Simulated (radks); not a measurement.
Values are calculated unless marked as measured or tabulated.
Cd V, configuration [Kr] 4d8. Level of theory: non-relativistic Kohn-Sham, LDA (Slater exchange, Perdew-Wang correlation), spin-unpolarised, spherical densities, point nucleus; relativity is left out, which matters for an element this heavy (a radial shooting solver on a logarithmic mesh with Libxc functionals).

X-ray form factor f0, the Fourier transform of the density (f0(0) = 44):

sin(theta)/lambda (1/angstrom)  f0 (electrons)
0.05                                    43.579
0.1                                     42.371
0.15                                    40.520
0.2                                     38.228
0.25                                    35.710
0.3                                     33.157
0.4                                     28.470
0.5                                     24.736
0.6                                     21.954
0.8                                     18.225
1                                       15.490
1.25                                    12.455
1.5                                      9.889
2                                        6.703
